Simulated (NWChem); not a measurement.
Species: SnSiNH5, singlet; SMILES [NH2][Sn][SiH3]

```xyz
8

Sn    -0.2907     0.5742     0.5571
N      1.6044     0.9485    -0.1415
H      2.0078     1.8885    -0.2050
H      2.2678     0.2389    -0.4692
Si     0.1175    -2.0601     0.1384
H     -0.0009    -2.8780     1.4055
H      1.4982    -2.3293    -0.4257
H     -0.8737    -2.6571    -0.8361
```
Atoms are numbered in this order, from 1.

Level: PBE-D3(BJ)/def2-SVP with def2 effective core potentials on Sn (NWChem), optimised geometry, unscaled harmonic frequencies. Low-valent species are run as closed-shell singlets; no triplet was tried in these runs. def2 effective core potentials on Sn; no spin-orbit coupling.

Problem. List the harmonic frequencies with IR intensities, and the thermochemistry.

Solution. 
| frequency (cm⁻¹) | IR intensity (km/mol) |
|---|---|
| 51 | 0.0 |
| 127 | 2.1 |
| 256 | 12.1 |
| 316 | 1.7 |
| 404 | 10.4 |
| 420 | 188.9 |
| 521 | 3.4 |
| 578 | 39.4 |
| 645 | 32.1 |
| 814 | 281.6 |
| 898 | 26.8 |
| 903 | 24.4 |
| 1456 | 9.7 |
| 2094 | 103.6 |
| 2118 | 105.7 |
| 2123 | 105.7 |
| 3452 | 14.0 |
| 3569 | 23.7 |

```json
{
  "zero_point_energy": "29.6 kcal/mol",
  "thermal correction to the enthalpy at 298.15 K (with zero-point energy)": "34.3 kcal/mol",
  "heat capacity Cv": "21.1 cal/(mol K)",
  "entropy at 298.15 K and 1 atm (symmetry number 1)": "82.4 cal/(mol K)"
}
```

Rigid rotor and harmonic oscillator; modes under 100 cm⁻¹ make the entropy uncertain.
